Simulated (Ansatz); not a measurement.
Isolated molecules relaxed with PBE0-D4/def2-TZVP in Ansatz; ΔE leaves out vibrations. CCSD(T)/CBS adds triple-zeta CCSD(T) − MP2 to the extrapolated MP2 energy (def2 sets, frozen cores). DFT in def2-TZVPP. B3LYP here is the variant with VWN-RPA as its local correlation; programs differ in this. One conformer a species, not always the lowest.

`NC[SiH](Cl)Cl` + `C=C[SiH2]S` → `C=C[SiH2]S[SiH](Cl)Cl` + CH₃NH₂  (ligand exchange at the Si–C bond)

```
       level  ΔE (kcal/mol)
      PBE-D4          -16.6
        PBE0          -15.2
       B3LYP          -13.8
HF/CBS(def2)          -14.5
```

(1) What does CCSD(T)/CBS give? (Estimate.)

Largest T1 diagnostic among the species: 0.011.

Answers

(1) The calculation gave: -17.1 kcal/mol. The listed levels differ from it by 0.5, 1.9, 3.3, 2.6 kcal/mol.

From PBE to PBE0 (25 % exact exchange), in def2-TZVPP and without D4, ΔE moves by −0.7 kcal/mol. The D4 term adds −3.5 kcal/mol with B3LYP and −2.1 kcal/mol with PBE0; it sums over pairs of atoms, weighted by their polarisabilities, and B3LYP, whose exchange is more repulsive, gets the larger term.
